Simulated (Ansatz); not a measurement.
**C6H9PSi: where a starting geometry ends**

The starting geometry of this gas-phase singlet was optimised with GFN2-xTB; its bonds are those of `P[SiH2]c1ccccc1`.

```xyz
17

C     0.9135   -0.0459    0.3305
C     0.5142   -0.5722   -0.8951
C     0.9823   -1.7978   -1.3329
C     1.8613   -2.5241   -0.5470
C     2.2709   -2.0157    0.6745
C     1.7995   -0.7894    1.1060
P    -1.6848    1.2532    2.1371
Si    0.2045    1.5901    0.9628
H    -1.1709    0.2231    2.9072
H    -2.2404    0.3654    1.2317
H    -0.1377    2.4574   -0.1694
H     1.1658    2.2392    1.8594
H    -0.1720   -0.0111   -1.5152
H     0.6606   -2.1888   -2.2878
H     2.2255   -3.4836   -0.8845
H     2.9580   -2.5774    1.2910
H     2.1238   -0.3992    2.0615
```

Problem. Predict what becomes of its bonds when it is optimised with B3LYP-D3(BJ)/def2-SVP.

Solution. It keeps its bonds, and is `P[SiH2]c1ccccc1`.

The energy falls by 0.12 eV over 6 steps:

| step | E − E(last) (eV) |
| --- | --- |
| 1 | 0.119 |
| 2 | 0.021 |
| 3 | 0.003 |
| 4 | 0.002 |
| 5 | 0.000 |
| 6 | 0.000 |

Final geometry (Å):

```yaml
atoms:
  - { symbol: C, position_ang: [0.9024, -0.0525, 0.3375] }
  - { symbol: C, position_ang: [0.5047, -0.5791, -0.9051] }
  - { symbol: C, position_ang: [0.9909, -1.8096, -1.3530] }
  - { symbol: C, position_ang: [1.8861, -2.5370, -0.5632] }
  - { symbol: C, position_ang: [2.2934, -2.0286, 0.6737] }
  - { symbol: C, position_ang: [1.8050, -0.7977, 1.1182] }
  - { symbol: P, position_ang: [-1.7268, 1.3131, 2.1792] }
  - { symbol: Si, position_ang: [0.1913, 1.5672, 0.9688] }
  - { symbol: H, position_ang: [-1.1854, 0.2477, 2.9650] }
  - { symbol: H, position_ang: [-2.3094, 0.4247, 1.2216] }
  - { symbol: H, position_ang: [-0.1369, 2.4581, -0.1819] }
  - { symbol: H, position_ang: [1.1797, 2.2416, 1.8597] }
  - { symbol: H, position_ang: [-0.1930, -0.0200, -1.5358] }
  - { symbol: H, position_ang: [0.6728, -2.2015, -2.3224] }
  - { symbol: H, position_ang: [2.2680, -3.4994, -0.9126] }
  - { symbol: H, position_ang: [2.9960, -2.5923, 1.2927] }
  - { symbol: H, position_ang: [2.1354, -0.4116, 2.0872] }
```

The end wasn't checked by frequencies. Run with Ansatz 0.2.0, 17 s on 4 threads of Arm Neoverse V2, on a shared host.
